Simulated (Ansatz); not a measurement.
`CO/C=[N]/[GaH2]`. The species carries charge 0 and has multiplicity 1.

Cartesian coordinates in Å:
```
C 0.930 -0.803 1.501
O 0.587 0.573 1.505
C -0.056 1.015 0.410
N -0.360 0.320 -0.576
Ga -1.119 0.177 -2.213
H 1.436 -0.989 2.446
H 0.036 -1.425 1.419
H 1.592 -1.035 0.663
H -0.259 2.083 0.545
H -2.615 -0.264 -2.257
H -0.173 0.348 -3.443
```

Q: What are the harmonic wavenumbers in cm⁻¹ at PBE0-D4/def2-TZVP (Ansatz, finite differences of forces, unscaled)? (Best estimate.)

A: The calculation gave: 74, 119, 164, 183, 267, 359, 476, 529, 608, 736, 837, 981, 996, 1175, 1181, 1238, 1397, 1461, 1474, 1494, 1811, 1996, 2002, 3054, 3074, 3125, 3169.

Q: Is this a minimum?

A: Yes, all 27 modes are real.

Q: Give the ideal-gas thermochemistry at 298.15 K and 1 bar (rigid rotor, harmonic oscillator; point group Cs, symmetry number 1).

A: Zero-point energy 203.2 kJ/mol; H(298) − E = 224.8 kJ/mol; entropy 356.0 J/(mol·K), of which translation 169.5, rotation 114.2, vibration 72.3; G(298) − E = 118.7 kJ/mol. Modes under 100 cm⁻¹ are hindered rotations or soft bends, so the harmonic entropy is rough.

Q: And at 400, 500, 600, 800 and 1000 K?

A: 
| T (K) | H − E (kJ/mol) | S (J/mol/K) | G − E (kJ/mol) |
| --- | --- | --- | --- |
| 400 | 236.7 | 390.2 | 80.6 |
| 500 | 250.3 | 420.5 | 40.1 |
| 600 | 265.5 | 448.2 | -3.4 |
| 800 | 299.9 | 497.5 | -98.1 |
| 1000 | 338.3 | 540.2 | -202.0 |
